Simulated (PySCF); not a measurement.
HO₄S, multiplicity 2. Atoms are numbered in the order given.

```xyz
6

O      0.3813     0.8778    -1.1527
S     -0.1103     0.0443     0.0000
O      0.3813     0.8778     1.1527
O     -1.4933    -0.3750     0.0000
O      0.7398    -1.3300     0.0000
H      1.6927    -1.1140     0.0000
```
Charge 0, spin multiplicity 2.

Geometry: TPSSh-D3(BJ)/def2-SVP. The isomer is the one that the SMILES or the coordinates give; other isomers of the formula were not compared. One conformer was computed; it need not be the lowest.

All values below come from SMD-M06-2X/6-31G* (PySCF).

Solvation free energies are E(SMD) − E(gas) at the gas-phase geometry, for 1 M in both phases. In vacuum the dipole moment is 2.94 D.

Problem. Rank water, ethylethanoate, cyclohexanone by solvation free energy, most negative first.

Solution. water (-8.7 kcal/mol), cyclohexanone (-7.8 kcal/mol), ethylethanoate (-7.0 kcal/mol)
